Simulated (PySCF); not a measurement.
The same groups moved round the core (benzothiophene ethynyl+boryl). Isolated molecules, 0 K electronic values unless said otherwise. One relaxed conformer stands for each flexible species; it need not be the lowest. Strings in code marks are SMILES.

Method: PySCF 2.14.0 with PBE0-D3(BJ)/def2-TZVP // PBE0-D3(BJ)/def2-SVP. All candidates: neutral, multiplicity 1. Excitations are Tamm–Dancoff values on a coarser integration grid. The basis has no diffuse functions, so Rydberg states are missing or too high.

| Quantity | Result |
|---|---|
| T1 excitation (TDA) | 2.41 eV |
| LUMO | -2.56 eV |
| brightest of the four lowest singlets (TDA) | 4.05 eV |

Say which member has these values.
A. `Bc1cc2ccc(C#C)cc2s1`
B. `Bc1ccc(C#C)c2ccsc12`
C. `Bc1cc2sccc2cc1C#C`
D. `Bc1c(C#C)ccc2sccc12`

A, `Bc1cc2ccc(C#C)cc2s1`. The others give `Bc1c(C#C)ccc2sccc12`: 2.63 eV, -2.39 eV, 4.89 eV; `Bc1cc2sccc2cc1C#C`: 2.91 eV, -2.26 eV, 4.94 eV; `Bc1ccc(C#C)c2ccsc12`: 2.45 eV, -2.51 eV, 4.74 eV
